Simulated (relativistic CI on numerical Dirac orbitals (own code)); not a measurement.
# Spin-allowed bands of a d3 ion in an octahedral site, by hand

Problem. Take Δ = 28700 cm⁻¹ and B = 590 cm⁻¹ for a d3 ion in an octahedral site. Calculate the three spin-allowed bands.

Working.
1. The terms of highest spin are 4F (energy 0) and 4P (15B = 8850 cm⁻¹). Here the F term splits into A2 at −1.2Δ = -34440, T2 at −0.2Δ = -5740 and T1 at +0.6Δ = 17220 cm⁻¹.
2. The two T1 states mix through the element 0.4Δ: H = [[17220, 11480], [11480, 8850]], with roots ½(H₁₁ + H₂₂) ∓ ½√[(H₂₂ − H₁₁)² + 4H₁₂²] = ½(26070) ∓ ½(24438) = 816 and 25254 cm⁻¹.
3. The ground term is 4A2 at -34440 cm⁻¹.
4. Bands: 4T2 28700 cm⁻¹ (348 nm), 4T1(F) 35256 cm⁻¹ (284 nm), 4T1(P) 59694 cm⁻¹ (168 nm).

Check. Exact diagonalisation of the whole d3 shell with these parameters gives 4T2 28700, 4T1 35256, 4T1 59694 cm⁻¹. The match is exact, since without spin-orbit coupling no other term has this spin. The ratio of the second band to the first, 1.228, depends on Δ/B = 48.6 alone, which is how a Tanabe-Sugano diagram is read.
